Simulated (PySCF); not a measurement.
Coordinates in bohr (charge 1 multiplicity 1):
```
O     0.0000    0.0000   -1.0210
Au    3.6917    0.0000    0.0275
Au   -1.8458    3.1971    0.0274
Au   -1.8459   -3.1971    0.0274
```

Computed with PBE0/[O def2-SVP, Au def2-SVP with ECP60], scalar-relativistic core potentials, density fitting, no spin–orbit coupling, PySCF.

This geometry of Au₃O⁺ is a stationary point at this level.

**Question.** What is the point group?

**Answer.** C3v.

**Question.** Is it a minimum?

**Answer.** Yes: all harmonic wavenumbers are real, though the softest, 39 cm⁻¹, leaves little margin.

**Question.** List the harmonic modes with their infrared intensities.

**Answer.** 
```tsv
symmetry	ω (cm⁻¹)	IR (km/mol, summed over degenerate members)
e	39	0.0
a1	71	3.4
a1	270	13.4
e	519	133
```

**Question.** Give the atomic charges and bond orders.

**Answer.** 
```
   atom  Mulliken  Löwdin  polar tensor  Mayer order to O1
     O1     -0.67   -0.18         -0.83                  –
Au2,3,4      0.56    0.39          0.61               0.69
```

**Question.** Give the ideal-gas entropy at 298.15 K and 1 bar by parts.

**Answer.** translation 188.8, rotation 130.0, vibration 73.6, spin 0.0; total 392.4 J/(mol K).

In C3v the vibrations span 2e + 2a1.

This need not be the most stable arrangement of these atoms. No spin–orbit coupling is included, which matters more the heavier the element.
